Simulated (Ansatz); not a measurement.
Breaking the Al1–H2 bond in AlH3O2 (SMILES [OH][AlH][OH]) (multiplicity 1 held, fragments rigid). Energies count from the point at 1.565 Å.
Geometry at that point (charge 0, multiplicity 1):
```xyz
6

Al    -0.3508    -0.2253    -0.1869
H     -1.5469    -1.0138    -0.8163
O     -0.1288     1.3919    -0.6342
H      0.5760     1.9477    -0.2982
O      0.7340    -0.9151     0.9228
H      0.6904    -1.8192     1.2355
```

Signs of static correlation in cc-pV(D+d)Z, with CASSCF(2,2), from Ansatz (a program for electronic structure) runs.

| R (Å) | T1 of restricted CCSD | ⟨S²⟩ of UHF | largest double amplitude of restricted CCSD | weight of the CASSCF reference in MRCISD | CASSCF natural occupations |
|---|---|---|---|---|---|
| 1.252 | 0.014 | 0.000 | 0.021 | 0.904 | 1.99 0.01 |
| 1.408 | 0.014 | 0.000 | 0.021 | 0.904 | 1.98 0.02 |
| 1.565 | 0.014 | 0.000 | 0.028 | 0.905 | 1.98 0.02 |
| 1.721 | 0.015 | 0.000 | 0.036 | 0.905 | 1.97 0.03 |
| 1.878 | 0.015 | 0.000 | 0.053 | 0.905 | 1.96 0.04 |
| 2.112 | 0.016 | 0.000 | 0.092 | 0.906 | 1.93 0.07 |
| 2.347 | 0.017 | 0.168 | 0.145 | 0.906 | 1.89 0.11 |
| 2.738 | 0.023 | 0.681 | 0.258 | 0.907 | 1.78 0.22 |
| 3.130 | 0.032 | 0.879 | ___ | 0.907 | 1.61 0.39 |
| 3.599 | 0.047 | 0.964 | 0.578 | 0.907 | 1.40 0.60 |
| 4.225 | 0.062 | 0.994 | ___ | 0.907 | 1.19 0.81 |
| 5.007 | 0.069 | 1.001 | 0.921 | 0.907 | 1.07 0.93 |

Problem. Some entries are withheld; supply them.

Solution. 
- 3.130, largest double amplitude of restricted CCSD: 0.397
- 4.225, largest double amplitude of restricted CCSD: 0.782

Doubts at one or more of the structures used: a restricted determinant that unrestricted orbitals would lower (R-CCSD(T)/cc-pV(D+d)Z); other coupled-cluster roots lie near (R-CCSD(T)/cc-pV(D+d)Z); T1 above 0.05 (R-CCSD(T)/cc-pV(D+d)Z, U-CCSD(T)/cc-pV(D+d)Z); a spin-contaminated determinant (U-CCSD(T)/cc-pV(D+d)Z).
